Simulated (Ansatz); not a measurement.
`Cl[Si](Cl)(Cl)I` + CH₃NH₂ → `CN[Si](Cl)(Cl)Cl` + HI  (ligand exchange at the Si–I bond)

Gas-phase electronic energies from Ansatz, PBE0-D4/def2-TZVP geometries. CCSD(T)/CBS adds triple-zeta CCSD(T) − MP2 to the extrapolated MP2 energy (def2 sets, frozen cores). Functionals use def2-TZVPP. B3LYP here is the variant with VWN-RPA as its local correlation; programs differ in this. def2 core potentials past Kr. For I outer-core shells are correlated without core-valence functions, which leaves a few kJ/mol of doubt a bond. One conformer a species, not always the lowest.

```csv
level,ΔE (kcal/mol)
B3LYP-D4,-1.0
CAM-B3LYP-D4,-3.1
```

(1) What does CCSD(T)/CBS give? (Best estimate.)

(2) What do rigid-rotor, harmonic-oscillator terms from PBE0-D4/def2-TZVP frequencies (298.15 K, 1 bar) make of the CCSD(T)/CBS value? (Best estimate.)

Largest T1 diagnostic among the species: 0.009.

## Answers

(1) Ansatz gave: +0.3 kcal/mol. The listed levels differ from it by -1.3, -3.4 kcal/mol.

(2) The calculation gave: ΔZPE = -3.1 kcal/mol, ΔH = -2.3 kcal/mol, ΔS = -3 J/(mol·K), ΔG = -2.1 kcal/mol.

From BLYP to BHLYP (50 % exact exchange), in def2-TZVPP and without D4, ΔE moves by −2.1 kcal/mol. At CCSD(T), def2-SVP lies −4.0 kcal/mol from the extrapolated value and def2-TZVPP −2.5 kcal/mol.
